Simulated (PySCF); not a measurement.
Ligands exchanged one at a time, B I-H. Gas-phase values, no solvent. Strings in code marks are SMILES.

Computed with CAM-B3LYP-D3(BJ)/def2-TZVP (PySCF 2.14.0). Excitations are Tamm–Dancoff values on a coarser integration grid. The basis has no diffuse functions, so Rydberg states are missing or too high.

```json
[
 {"species": "0 of 3 I replaced by H (`IB(I)I`)", "LUMO (eV)": "-1.44", "S1–T1 gap (TDA) (eV)": "0.14"},
 {"species": "1 of 3 I replaced by H", "LUMO (eV)": "-1.26", "S1–T1 gap (TDA) (eV)": "0.16"},
 {"species": "2 of 3 I replaced by H (`BI`)", "LUMO (eV)": "-1.10", "S1–T1 gap (TDA) (eV)": "0.24"},
 {"species": "3 of 3 I replaced by H", "LUMO (eV)": "(withheld)", "S1–T1 gap (TDA) (eV)": "–"}
]
```

Q: What belongs in the gaps?

A: 
- 3 of 3 I replaced by H, LUMO (eV): -0.88
